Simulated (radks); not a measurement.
Valence configurations of Xe III (all share [Kr]). Calculated with a radial shooting solver on a logarithmic mesh with Libxc functionals: scalar-relativistic Kohn-Sham, LDA (Slater exchange, Perdew-Wang correlation), spin-polarised, spherical densities, point nucleus; open shells are filled with parallel spins first (spin-orbit coupling, left out, can overturn this in heavy ions). Order these by energy: 4d8 5s2 5p6; 4d10 5p6; 4d8.5 5s1.5 5p6; 4d9 5s2 5p5; 4d9.5 5s0.5 5p6; 4d10 5s2 5p4; 4d9.5 5s2 5p4.5; 4d10 5s1 5p5.

Answer. From the lowest, in eV above it: 4d10 5s2 5p4 0.000; 4d10 5s1 5p5 12.793; 4d10 5p6 26.457; 4d9.5 5s2 5p4.5 27.810; 4d9.5 5s0.5 5p6 47.957; 4d9 5s2 5p5 56.833; 4d8.5 5s1.5 5p6 93.931; 4d8 5s2 5p6 118.54. NIST lists [Kr] 4d10 5s2 5p4 as the ground configuration; this level of theory agrees among the configurations tried. The energies are those of spherical high-spin densities, not of single terms.
